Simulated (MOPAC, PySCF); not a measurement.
H3GaO, SMILES `[OH][GaH2]` (H–O–Ga–H torsion 0°), neutral singlet in the gas phase. 

Cartesian coordinates (Å):
SMILES: [GaH2][OH]
```xyz
5

O      1.2086    -0.3813    -0.0033
Ga    -0.5492    -0.0720    -0.0009
H      1.7660     0.4000     0.0046
H     -1.0169     1.4137     0.0140
H     -1.4084    -1.3605    -0.0143
```
Charge 0, multiplicity 1.

All levels are single points at this geometry (CAM-B3LYP-D3(BJ)/def2-TZVP); Pople sets use spherical d functions. Orbital energies aren't observables, and empty levels follow the basis.

| level | HOMO (eV) | LUMO (eV) | gap (eV) | dipole (D) | vertical IE, Delta-SCF (eV) |
|---|---|---|---|---|---|
| CAM-B3LYP-D3(BJ)/def2-TZVP in PySCF | -9.95 | -0.31 | 9.64 | 1.53 | 11.18 |
| PBE-D3(BJ)/def2-TZVP in PySCF | -7.14 | -1.96 | 5.18 | 1.35 | 10.63 |
| TPSSh-D3(BJ)/def2-TZVP in PySCF | -7.85 | -1.46 | 6.39 | 1.41 | 10.81 |
| B3LYP/3-21G in PySCF | -7.72 | -1.11 | 6.61 | 1.63 | – |
| B3LYP/6-31G* in PySCF | -8.20 | -1.36 | 6.84 | 1.50 | 10.94 |
| B3LYP/LANL2DZ in PySCF | -8.23 | -1.38 | 6.85 | 2.04 | – |
| PBE/6-31G* in PySCF | -7.01 | -1.86 | 5.15 | 1.40 | 10.63 |
| SVWN5/6-31G* in PySCF | -7.09 | -2.09 | 5.00 | 1.46 | 10.73 |
| HF/3-21G in PySCF | -11.49 | 1.64 | 13.13 | 1.97 | – |
| HF/6-31G* in PySCF | -11.80 | 1.45 | 13.25 | 1.84 | – |
| AM1 in MOPAC | -11.21 | -1.61 | 9.60 | 1.68 | – |
| PM6 in MOPAC | -11.78 | -0.33 | 11.45 | 1.98 | – |
| PM7 in MOPAC | -10.93 | 1.04 | 11.97 | 2.86 | – |
